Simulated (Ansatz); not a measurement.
Geometry optimisation, RKS LDA/def2-mTZVP in Ansatz 0.2.0.

input.yaml

```yaml
crystal:
  periodic: [false, false, false]
  atoms:
    - { symbol: Sn, position_ang: [0.333444, -0.052253, -0.085369] }
    - { symbol: Cl, position_ang: [0.831283, 0.03304, 2.252745] }
    - { symbol: H, position_ang: [1.858521, 0.061662, -0.848341] }
    - { symbol: H, position_ang: [-0.677745, 1.292711, -0.386963] }
    - { symbol: H, position_ang: [-0.439952, -1.550994, -0.336241] }
    - { symbol: Si, position_ang: [-3.08475, 0.045722, 1.335901] }
    - { symbol: H, position_ang: [-3.120528, -0.794717, 0.093428] }
    - { symbol: H, position_ang: [-4.045946, -0.523356, 2.339755] }
    - { symbol: H, position_ang: [-3.497031, 1.441612, 0.986379] }
    - { symbol: H, position_ang: [-1.714796, 0.046574, 1.883907] }
basis:
  gaussian: { orbitals: def2-mTZVP }
hamiltonian:
  xc: lda
relax:
  f_tol: 0.03
  max_steps: 50
```

Run as:

```bash
$ ansatz run input.yaml --threads 4 --pin off --max-ram 5120MiB --backend cpu --events-out ev --progress --plain --runs-dir out
```

Where does it end, and by what steps?

The run converged. The force dipped under the threshold on the way, but the program's further checks kept it going. After 11 steps the energy has fallen by 0.057 eV; H8 moved furthest, 0.32 Å.

```json
{"step": "0", "energy less start (eV)": "0.0000", "largest force component (eV/Å)": "0.588", "accepted": "yes"}
{"step": "1", "energy less start (eV)": "-0.0447", "largest force component (eV/Å)": "0.137", "accepted": "yes"}
{"step": "2", "energy less start (eV)": "-0.0474", "largest force component (eV/Å)": "0.086", "accepted": "yes"}
{"step": "3", "energy less start (eV)": "-0.0497", "largest force component (eV/Å)": "0.028", "accepted": "yes"}
{"step": "4", "energy less start (eV)": "-0.0510", "largest force component (eV/Å)": "0.027", "accepted": "yes"}
{"step": "5", "energy less start (eV)": "-0.0524", "largest force component (eV/Å)": "0.083", "accepted": "yes"}
{"step": "6", "energy less start (eV)": "-0.0537", "largest force component (eV/Å)": "0.099", "accepted": "yes"}
{"step": "7", "energy less start (eV)": "-0.0547", "largest force component (eV/Å)": "0.079", "accepted": "yes"}
{"step": "8", "energy less start (eV)": "-0.0550", "largest force component (eV/Å)": "0.069", "accepted": "yes"}
{"step": "9", "energy less start (eV)": "-0.0561", "largest force component (eV/Å)": "0.037", "accepted": "yes"}
{"step": "10", "energy less start (eV)": "-0.0565", "largest force component (eV/Å)": "0.016", "accepted": "yes"}
{"step": "11", "energy less start (eV)": "-0.0570", "largest force component (eV/Å)": "0.023", "accepted": "yes"}
```

```xyz
10
Properties=species:S:1:pos:R:3
Sn 0.394 -0.083 -0.068
Cl 1.121 0.114 2.151
H 1.785 0.201 -1.020
H -0.814 1.112 -0.273
H -0.218 -1.670 -0.221
Si -3.168 0.066 1.338
H -3.115 -0.711 0.059
H -4.304 -0.430 2.173
H -3.364 1.516 1.024
H -1.875 -0.115 2.072
```

Whether the end is a true minimum wasn't checked by a vibrational analysis.

The run took 8.6 s on 4 threads of Arm Neoverse V1, with other jobs on the host, peak memory 0.15 GiB.
